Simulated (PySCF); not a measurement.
B3LYP has the VWN-RPA correlation part, as in Gaussian. Delta-SCF ions had no search for a lower state. Excitations are Tamm–Dancoff values on a coarser integration grid. The basis has no diffuse functions, so Rydberg states are missing or too high.

Z-matrix (Å, degrees):
```
Al
S 1 2.1773
H 2 1.3447 1 93.09
S 1 2.1773 2 117.79 3 179.98
H 4 1.3447 1 93.09 2 179.89
I 1 2.4767 2 121.10 3 0.01
```
Charge 0, multiplicity 1.

Task: Give the HOMO–LUMO gap, vertical ionisation energy (Delta-SCF), dipole moment, HOMO and S1 excitation (TDA) at the level B3LYP-D3(BJ)/def2-TZVP run with PySCF 2.14.0.

Result: 
```json
{
 "HOMO–LUMO gap": "6.13 eV",
 "vertical ionisation energy (Delta-SCF)": "9.53 eV",
 "dipole_moment": "0.86 D",
 "HOMO": "-7.57 eV",
 "S1 excitation (TDA)": "5.09 eV"
}
```
